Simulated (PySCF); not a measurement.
PySCF input file for HO3S, SMILES [S+]([O-])(O)[O-], charge -1, SMD-PBE0/def2-SVPD. Geometry optimised at PBE0-D3(BJ)/def2-SVPD. One conformer was computed; it need not be the lowest.

```python
import numpy as np
from pyscf import gto, scf, dft
from pyscf.solvent import smd

mol = gto.M(
    atom='''
    O    -0.27992249    1.38406999    0.19035171
    S    -0.22536226   -0.02445432   -0.36686006
    O    -0.94887034   -1.00204055    0.51483066
    O     1.46934310   -0.37437422   -0.04451571
    H     1.68139389    0.33002740    0.58442750
    ''',
    basis='def2-SVPD',
    charge=-1,
    spin=0,
    max_memory=1600,
    verbose=3,
)
mf = dft.RKS(mol, xc='pbe0').density_fit(auxbasis='def2-universal-jkfit')
mf.grids.level = 3
mf.conv_tol = 1e-9
mf.max_cycle = 100
mf.kernel()
res = {}
for name in ['water', 'methanol', 'diethylether']:
    s = mf.SMD()
    s.with_solvent.solvent, s.with_solvent.sasa_ng = name, 302
    s.kernel(mf.make_rdm1())
    res[name] = (s.e_tot, s.with_solvent.get_cds(), s.dip_moment(), s.mo_energy, s.converged)
    print(f'SMD {name}: dG(solv) = {(s.e_tot - mf.e_tot) * 627.509474:.3f} kcal/mol, of which CDS {res[name][1] * 627.509474:.3f}')
```

Log of the run:

```
converged SCF energy = -623.844486036071
converged SCF energy = -623.95082118263

WARN: System has nonzero charge -1; the dipole moment is origin-dependent.
Location of origin: [0. 0. 0.]

Dipole moment(X, Y, Z, Debye):  1.94220,  0.50925, -1.23667
SMD water: dG(solv) = -66.726 kcal/mol, of which CDS 0.382
converged SCF energy = -623.944615745435

WARN: System has nonzero charge -1; the dipole moment is origin-dependent.
Location of origin: [0. 0. 0.]

Dipole moment(X, Y, Z, Debye):  1.92137,  0.50243, -1.22224
SMD methanol: dG(solv) = -62.832 kcal/mol, of which CDS 2.931
converged SCF energy = -623.915052559871

WARN: System has nonzero charge -1; the dipole moment is origin-dependent.
Location of origin: [0. 0. 0.]

Dipole moment(X, Y, Z, Debye):  1.54634,  0.40933, -0.91097
SMD diethylether: dG(solv) = -44.281 kcal/mol, of which CDS -3.275
```

The run converged.

Cost: very roughly 20 core-seconds.
